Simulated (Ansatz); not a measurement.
Pulling on the Se1–H2 bond in CH4OSe (SMILES CO[SeH]) (multiplicity 1 held, fragments rigid). Energies count from the point at 1.484 Å.
Geometry at that point (charge 0, multiplicity 1):
```
atom    x (Å)    y (Å)    z (Å)
----  -------  -------  -------
Se    -0.4149  -0.1755   0.5953
H     -1.2102  -1.1283  -0.2177
O      1.0021  -0.0727  -0.5290
C      0.8200   0.7815  -1.6553
H      0.5450   1.7956  -1.3545
H      1.7809   0.8024  -2.1719
H      0.0548   0.3899  -2.3327
```

Restricted levels (R-, RO-) in cc, def2 and unpolarised 6-31G sets keep to the state of the molecule at rest. Unrestricted levels (U-) break spin symmetry where that is lower. Active spaces are followed from a long bond inwards. Curves can end on different states.

Cores are frozen in the correlated methods. Filled d and f shells under p-block atoms count as core.

The values were computed with Ansatz (an electronic-structure program). 

Energies in kJ/mol.

| R (Å) | U-HF/cc-pVDZ | U-SCS-MP2/cc-pVDZ | R-CCSD(T)/cc-pVDZ | U-CCSD(T)/cc-pVDZ | FIC-MRCISD+Q on CASSCF(4,3)/cc-pVDZ |
|---|---|---|---|---|---|
| 1.187 | 140 | 148 | 151 | 151 | 150 |
| 1.335 | 23 | 27 | 29 | 29 | 29 |
| 1.484 | 0 | 0 | 0 | 0 | 0 |
| 1.632 | 25 | 19 | 17 | 17 | 17 |
| 1.780 | 72 | 60 | 54 | 54 | 54 |
| 2.003 | 151 | 163 | 119 | 120 | 119 |
| 2.226 | 191 | 236 | 177 | 183 | 177 |
| 2.596 | 215 | 277 | 243 | 257 | 244 |
| 2.967 | 222 | 288 | 271 | 284 | 276 |
| 3.413 | 224 | 291 | 276 | 291 | 291 |
| 4.006 | 225 | 293 | 266 | 293 | 296 |
| 4.748 | 225 | 293 | 254 | 294 | 298 |

Doubts at one or more of the structures used: a spin-contaminated determinant (U-HF/cc-pVDZ, U-SCS-MP2/cc-pVDZ, U-CCSD(T)/cc-pVDZ); a restricted determinant that unrestricted orbitals would lower (R-CCSD(T)/cc-pVDZ); other coupled-cluster roots lie near (R-CCSD(T)/cc-pVDZ); T1 above 0.05 (U-CCSD(T)/cc-pVDZ); active orbitals that take no part (FIC-MRCISD+Q on CASSCF(4,3)/cc-pVDZ).
